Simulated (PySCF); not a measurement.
## From a computed spectrum to the compound

A species of 7 atoms with charge 0 has these harmonic modes (PBE0, small Gaussian bases with core potentials, PySCF 2.14.0):

| cm⁻¹ | km/mol | symmetry |
| --- | --- | --- |
| 28 | 17.7 | a |
| 60 | 5.1 | e |
| 60 | 5.1 | e |
| 164 | 59.8 | a |
| 196 | 0.0 | e |
| 196 | 0.0 | e |
| 294 | 0.0 | a |
| 317 | 58.2 | e |
| 317 | 58.2 | e |
| 368 | 0.0 | a |
| 426 | 36.7 | e |
| 426 | 36.7 | e |
| 2688 | 2.4 | e |
| 2688 | 2.4 | e |
| 2688 | 0.0 | a |

Question: Which species is it, and in which structure?

Answer: Er(SH)3 (singlet in the valence; each metal's 4f electrons, 11 of them, lie in its core potential, out of spins and levels):
```xyz
7

Er    0.0000    0.0000   -0.0166
S     2.5169    0.4237    0.0265
H     2.8352   -0.8928    0.0692
S    -1.6254    1.9679    0.0265
H    -0.6444    2.9018    0.0692
S    -0.8915   -2.3915    0.0265
H    -2.1908   -2.0090    0.0692
```
Ideal gas at 298.15 K and 1 bar: S = 424.1 J/(mol K), Cp = 120.5 J/(mol K), H − H(0 K) = 26.7 kJ/mol (rigid rotor, harmonic modes, spin degeneracy alone, that of the 4f electrons in the core included; the modes under 60 cm⁻¹ make these uncertain). An lcecp potential fixes the number of 4f electrons, so in runs with it no electron can move into or out of that shell.
 This is one of several that fit.
